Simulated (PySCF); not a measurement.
Adding and removing an electron: RbCl

RHF-CCSD(T); basis Rb def2-SVPD with ECP28, Cl def2-SVPD; scalar-relativistic core potentials; PySCF 2.14. Neutral (RHF): singlet (closed shell), Re = 2.897 Å, ωe = 222 cm⁻¹, De = 4.08 eV.

RbCl⁻ (UHF): doublet (σ ↑), Re = 3.050 Å, ωe = 168 cm⁻¹, De = 1.19 eV to Rb + Cl⁻. The energies at the minima are -483.47879 hartree for RbCl and -483.49950 for RbCl⁻.

Q: Work out the adiabatic electron affinity, without and with harmonic zero-point energies (1 hartree = 27.2114 eV, 1 eV = 8065.5 cm⁻¹), and the change of the bond length.

A: At CCSD(T): 0.02071 hartree = 0.564 eV between the minima; the zero-point term (222.0 − 168.0)/2 cm⁻¹ = +0.003 eV makes it 0.567 eV. Re changes by +15.3 pm against the neutral. The electron enters a σ orbital, and the longer bond of the ion fits an antibonding orbital, or a change in how ionic the bond is.

Correlated steps freeze 5 core orbitals. Correlated levels converge slowly with the basis: in double zeta they bind strong bonds too weakly, by up to about 1 eV, and carry superposition errors of some tenths. Spin–orbit coupling is left out. For an ion De counts to the pair picked by the measured ionisation energies or electron affinities, which need not be the lowest pair at this level. Where the molecule has an RHF reference, its open-shell atoms are computed with UHF. States were picked by a PBE0 search and need not be the measured ground states.

Neutral and ion stand on different kinds of reference determinant, which adds to the error of the difference.
